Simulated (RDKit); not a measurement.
Job for RDKit: MMFF94 on C3H7N (a complex), monomers drawn apart or pushed together.

```python
from rdkit import Chem
from rdkit.Chem import AllChem, rdDetermineBonds

blocks = [
'''4

C     0.25606074   -0.65223593    0.03552309
C    -0.09763162    0.42388681    0.42229838
H     0.56814363   -1.60838417   -0.30810510
H    -0.41640434    1.37658497    0.76902826
''',
'''7

C    -0.59416795    0.47320868    4.43331780
N     0.58773438   -0.34518125    4.17784001
H    -0.73641452    0.58227759    5.50990717
H    -1.47490912   -0.03584028    4.03896061
H    -0.56791486    1.48314399    3.99718155
H     1.42241521    0.10860221    4.52853366
H     0.71413411   -0.47746581    3.18150967
''',
]
mol = None
for b in blocks:
    f = Chem.MolFromXYZBlock(b)
    rdDetermineBonds.DetermineBonds(f, charge=0)
    mol = f if mol is None else Chem.CombineMols(mol, f)
Chem.SanitizeMol(mol)
print(Chem.MolToSmiles(Chem.RemoveHs(mol)))
ff = AllChem.MMFFGetMoleculeForceField(mol, AllChem.MMFFGetMoleculeProperties(mol), nonBondedThresh=100.0, ignoreInterfragInteractions=False)
e = ff.CalcEnergy()
print(f'MMFF94 energy {e:.6f} kcal/mol')
```

It printed:

```
C#C.CN
MMFF94 energy 0.404705 kcal/mol
```

The run finished.

Cost: very roughly 0.020 core-seconds.
